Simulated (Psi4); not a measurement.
C₄H₃O (SMILES [c-]1ccco1), charge -1, singlet, at a GFN2-xTB geometry (a gas-phase anion, which may not be bound at this level), with bond 8-5 at 2.0 times its length. Base run: SVWN/STO-3G (Psi4 1.11).

Geometry (Å):
```xyz
8

O     -0.0043     0.0479     1.1690
C      0.0170     1.2205     0.3948
C     -0.0176    -1.0446     0.3670
C      0.0155     0.7529    -0.9200
C     -0.0061    -0.6640    -0.9385
H     -0.0346    -2.0194     0.8392
H      0.0289     1.3740    -1.8138
H     -0.0190    -1.9907    -2.6570
```
Charge -1, spin multiplicity 1.
All else is at Psi4's defaults (density fitting).
Base energy -224.88429 Eh.

Variants of this job, named by their change:

| change | ΔE vs base (µEh) | SCF cycles | grid points | basis functions | outcome |
|---|---|---|---|---|---|
| base | 0.0 | 13 | 169436 | 28 | converged |
| damping_percentage = 20 | 0.1 | 28 | 169436 | 28 | converged |
| guess = modhuckel | 0.0 | 17 | 169436 | 28 | converged |
| guess = huckel | 0.0 | 18 | 169436 | 28 | converged |
| guess = sapgau | 0.0 | 15 | 169436 | 28 | converged |
| cholesky_tolerance = 1e-3 (with scf_type cd) | … | 13 | 169436 | 28 | converged |
| dft_nuclear_scheme = stratmann | -9.9 | 13 | 157654 | 28 | converged |
| dft_radial_points = 50 | 0.3 | 13 | 114827 | 28 | converged |
| guess = sadno | 0.0 | 15 | 169436 | 28 | converged |
| diis_max_vecs = 3 | - | - | - | 28 | not converged |
| dft_spherical_points = 110 | -60.0 | 13 | 61728 | 28 | converged |
| puream = true | 0.0 | 13 | 169436 | 28 | converged |
| damping_percentage = 50 | 0.4 | 86 | 169436 | 28 | converged |

Complete the blanks.


- cholesky_tolerance = 1e-3 (with scf_type cd), ΔE vs base (µEh): -4895

A gas-phase anion may not be bound at this level; its values then depend on the basis.
